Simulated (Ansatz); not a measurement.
Cartesian coordinates in Å:
```
C 0.3687 -0.3536 -0.4321
C -0.3684 0.3545 0.4319
C -0.0874 0.5725 1.8441
C 1.0370 0.0556 2.4965
C 1.2503 0.2960 3.8403
C 0.3484 1.0592 4.5722
C -0.7708 1.5795 3.9421
C -0.9832 1.3377 2.5952
C 0.0875 -0.5722 -1.8442
C 0.9813 -1.3406 -2.5942
C 0.7688 -1.5829 -3.9411
C -0.3485 -1.0597 -4.5721
C -1.2486 -0.2934 -3.8411
C -1.0351 -0.0525 -2.4975
H 1.2795 -0.8296 -0.0781
H -1.2790 0.8307 0.0778
H 1.7550 -0.5417 1.9473
H 2.1290 -0.1146 4.3248
H 0.5199 1.2453 5.6260
H -1.4823 2.1766 4.5010
H -1.8612 1.7473 2.1063
H 1.8579 -1.7525 -2.1046
H 1.4788 -2.1825 -4.4993
H -0.5200 -1.2459 -5.6258
H -2.1258 0.1194 -4.3264
H -1.7515 0.5476 -1.9491
```

The species carries charge 0 and has multiplicity 1.

(1) List the PBE0/def2-TZVPP orbital energies in eV (Ansatz 0.2.0). (Estimate.)

Results:

(1) Computed: Occupied: -278.65, -278.65, -278.41, -278.39, -278.35, -278.35, -278.34, -278.34, -278.32, -278.32, -278.32, -278.32, -278.31, -278.31, -24.38, -24.21, -22.61, -21.48, -21.07, -21.07, -20.06, -17.99, -17.19, -17.15, -16.64, -15.64, -14.59, -14.59, -13.31, -13.19, -12.85, -12.42, -12.19, -11.88, -11.78, -11.71, -10.99, -10.69, -10.58, -10.05, -9.72, -9.68, -9.43, -9.03, -7.71, -7.38, -7.38, -6.03. Lowest empty: -1.59, -0.27, -0.22, 0.23, 1.56, 1.57, 1.66, 1.80.
